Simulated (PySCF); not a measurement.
Species: C8H10 (charge -1 and doublet state).
SMILES with atom numbers: `[CH2:1]=[C:2]([CH3:3])[C:4]1=[CH:5][C@@H:6]1[CH:7][CH2-:8]` (hydrogens: H9, H10 on C1; H11, H12, H13 on C3; H14 on C5; H15 on C6; H16 on C7; H17, H18 on C8)

Cartesian coordinates in Å at the GFN2-xTB level; atoms count from 1:
```xyz
18
C8H10 angstrom
C      1.504    1.442   -0.905
C      1.447    0.157   -0.402
C      2.706   -0.687   -0.426
C      0.320   -0.430    0.124
C     -0.343   -1.423    0.801
C     -1.105   -0.129    0.522
C     -2.112   -0.067   -0.521
C     -3.252    0.634   -0.476
H      0.633    2.073   -0.926
H      2.413    1.838   -1.331
H      3.536   -0.164    0.056
H      2.540   -1.628    0.096
H      3.009   -0.911   -1.453
H     -0.618   -2.424    0.493
H     -1.305    0.526    1.376
H     -1.910   -0.681   -1.396
H     -3.975    0.623   -1.280
H     -3.496    1.259    0.370
```

The hyperfine couplings belong to this conformer and change with its torsions.

Computed with UKS B3LYP, pcH-1 on C H, non-relativistic, mean-field spin-orbit, GIAO in PySCF. Whether the extra electron is bound in the gas phase wasn't checked; a finite basis holds it in any case. The geometry wasn't refined by DFT: couplings that depend on bond lengths, twists or pyramidal angles can differ widely from those at the functional's own minimum, by a factor of two or more for some ions and for spin on atoms past the first row. The SCF solution wasn't tested for stability.

**Question.** Where do the isotropic ENDOR lines of H14, H10, H15, H17 and H18 fall at 336.7 mT, to first order?

**Answer.** ν± = |νn ± a/2|, one line for each electron-spin manifold; νn = |g_N| × 7.62259 MHz/T × B.

```json
{"nuclei": "H14", "isotope": "1H", "g_N": "5.5857", "νn (MHz)": "14.34", "a_iso (MHz)": "54.99", "lower line (MHz)": "13.16", "upper line (MHz)": "41.83"}
{"nuclei": "H10", "isotope": "1H", "g_N": "5.5857", "νn (MHz)": "14.34", "a_iso (MHz)": "-29.35", "lower line (MHz)": "0.34", "upper line (MHz)": "29.01"}
{"nuclei": "H15", "isotope": "1H", "g_N": "5.5857", "νn (MHz)": "14.34", "a_iso (MHz)": "-6.30", "lower line (MHz)": "11.19", "upper line (MHz)": "17.48"}
{"nuclei": "H17", "isotope": "1H", "g_N": "5.5857", "νn (MHz)": "14.34", "a_iso (MHz)": "-3.40", "lower line (MHz)": "12.63", "upper line (MHz)": "16.04"}
{"nuclei": "H18", "isotope": "1H", "g_N": "5.5857", "νn (MHz)": "14.34", "a_iso (MHz)": "-3.28", "lower line (MHz)": "12.70", "upper line (MHz)": "15.98"}
```

**Question.** Which pairs are centred on the nuclear Larmor frequency, and which on half the coupling?

**Answer.** Centred on νn, since |a| < 2νn: H15, H17 and H18. Centred on |a|/2 and split by 2νn: H14 and H10.

**Question.** At what field would the lower line of H10 fall to zero frequency?

**Answer.** Where νn = |a|/2, that is B = 14.68 MHz/(5.5857 × 7.62259 MHz/T) = 345 mT, as far as first order holds there.

Couplings of abundant isotopes left out: H9 (-28.1 MHz).

H17 and H18 aren't averaged: C8 is flat or nearly so (angle sum 360°), and its turn about the short C8–C7 bond (1.34 Å) is taken as slow.

Time: 80 s wall (with the writing of density and orbital grids); peak memory 0.96 GiB. Hardware: an Arm Neoverse V2 with one thread, no GPU (shared host).

The SMILES draws the unpaired electron on C7; the largest computed Mulliken spin population is on C1 (0.51 against 0.00).
